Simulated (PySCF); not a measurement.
# Excited states of `C#C[C@@H](S)[C@@H](C)C1CC1`, C₈H₁₂S

The calculation used TDA PBE0/def2-SVP excited states, vertical, gas phase (PySCF 2.14.0). Geometry: GFN2-xTB.

Input:
```
{"job": {"kind": "states", "xc": "PBE0", "basis": "def2-SVP", "tda": true, "soc": true, "nstates": 8, "ntriplets": 4, "nquad": 4}, "charge": 0, "multiplicity": 1}
C     -2.698740    -0.055670    -1.615860
C     -1.988338     0.349619    -0.740989
C     -1.182771     0.802155     0.364542
S     -2.239969     0.936837     1.879173
C      0.058542    -0.074705     0.606563
C     -0.303981    -1.546581     0.792575
C      1.010484     0.093691    -0.559882
C      1.926416     1.278718    -0.616583
C      2.483552    -0.086710    -0.351212
H     -3.302159    -0.392161    -2.404840
H     -0.866173     1.835119     0.187349
H     -2.793784    -0.268560     1.774851
H      0.544503     0.290088     1.518058
H     -0.912802    -1.687522     1.683230
H      0.602452    -2.137207     0.901566
H     -0.856315    -1.911930    -0.071248
H      0.598865    -0.256001    -1.499742
H      2.117981     1.739672    -1.573435
H      1.901202     1.980819     0.203523
H      3.060171    -0.569134    -1.125501
H      2.831944    -0.303595     0.647389
```
Coordinates are in Å.

Command: `OMP_NUM_THREADS=1 python excited_run.py task.json out`

(1) Show the output.

## Answers

(1) H and L stand for HOMO and LUMO.
```
coarse grid: 17752 points
cycle   1  E = -709.1561177165  dE =  1.146e+00  |g| = 4.362e-01  |ddm| = 4.912e+00
cycle   2  E = -709.1620641177  dE = -5.946e-03  |g| = 4.292e-01  |ddm| = 1.093e+00
cycle   3  E = -709.2091507796  dE = -4.709e-02  |g| = 7.605e-02  |ddm| = 5.119e-01
cycle   4  E = -709.2098781283  dE = -7.273e-04  |g| = 5.560e-02  |ddm| = 1.275e-01
cycle   5  E = -709.2106251241  dE = -7.470e-04  |g| = 1.335e-02  |ddm| = 6.267e-02
cycle   6  E = -709.2106688706  dE = -4.375e-05  |g| = 2.448e-03  |ddm| = 1.839e-02
cycle   7  E = -709.2106703832  dE = -1.513e-06  |g| = 6.219e-04  |ddm| = 3.876e-03
final grid: 165880 points
cycle   8  E = -709.2964360300  dE = -5.411e-05  |g| = 9.281e-03  |ddm| = 5.643e-02
cycle   9  E = -709.2964243041  dE =  1.173e-05  |g| = 1.137e-02  |ddm| = 2.933e-02
cycle  10  E = -709.2964589547  dE = -3.465e-05  |g| = 1.926e-03  |ddm| = 1.859e-02
cycle  11  E = -709.2964598457  dE = -8.909e-07  |g| = 4.686e-04  |ddm| = 2.411e-03
cycle  12  E = -709.2964598968  dE = -5.116e-08  |g| = 1.577e-04  |ddm| = 6.278e-04
cycle  13  E = -709.2964599029  dE = -6.029e-09  |g| = 2.800e-05  |ddm| = 1.836e-04
cycle  14  E = -709.2964599031  dE = -1.987e-10  |g| = 5.844e-06  |ddm| = 4.957e-05
converged SCF energy = -709.2964599031

Singlet excitations
state   eV       nm        f     d(h-e)  d(exc)  Lambda  PR(NTO)  |dmu|/D   mu/D   main configurations
  1   5.5810   222.2   0.00425   0.794   2.731   0.568   1.016    2.009    1.359   H->L 0.93
  2   6.3964   193.8   0.00770   1.289   3.107   0.447   1.143    3.388    2.433   H->L+1 0.81, H-1->L+1 0.09
  3   6.4756   191.5   0.00085   0.587   2.640   0.544   1.268    1.756    2.983   H-2->L 0.63, H-1->L 0.13
  4   6.7946   182.5   0.02923   0.269   2.618   0.640   2.296    0.832    1.874   H-1->L 0.37, H-2->L+1 0.27, H->L+2 0.20
  5   6.8842   180.1   0.00839   0.273   2.761   0.513   2.515                     H-1->L+1 0.35, H->L+2 0.30, H-2->L 0.19
  6   7.1374   173.7   0.00514   1.031   3.299   0.514   1.552                     H->L+2 0.40, H-1->L+1 0.35, H->L+1 0.08
  7   7.6621   161.8   0.01229   2.534   4.113   0.380   1.430                     H-3->L 0.65, H-1->L 0.11
  8   7.7678   159.6   0.00246   0.430   3.750   0.348   1.972                     H->L+3 0.44, H-3->L 0.20, H->L+4 0.11

Triplet excitations (Tamm-Dancoff)
state   eV     d(h-e)  d(exc)  Lambda  PR(NTO)   main configurations
  1   4.8474   0.563   2.582   0.579   1.156   H->L 0.85
  2   5.3272   0.042   2.288   0.615   2.312   H-1->L 0.35, H-2->L+1 0.18
  3   5.7455   0.049   2.486   0.535   2.184   H->L+1 0.27, H-2->L 0.20, H-1->L 0.17
  4   5.8447   0.160   2.231   0.609   1.732   H-2->L+1 0.35, H-1->L+1 0.13, H-1->L 0.13
S1 - T1 = 0.7337 eV

Spin-orbit couplings |<S|Hso|T>| (cm-1)
             T1       T2       T3       T4
S0      137.173   82.172   47.034   36.414
S1       22.545   36.129   22.677   34.081
S2       29.139   16.087    8.380   12.295
S3       10.940   12.032    6.670    8.284
S4       37.801   21.287   12.945    4.515
S5       42.857   13.169   15.777    6.912
S6       31.629   15.198   32.910    4.237
S7       18.321   14.338    3.548    9.622
S8       35.481   22.027    8.410   10.675
T1 sublevels (cm-1): 0.000 0.204 0.877   radiative rates (1/s): 142 152 3.5e+03
```

States above about 6.7 eV lie in this functional's continuum (it starts at minus the energy of the highest occupied orbital, well below the true ionisation energy for most functionals) and depend on the basis.

It took 40 s wall time on 1 thread of an Arm Neoverse V2, shared host, peak memory 0.83 GiB.
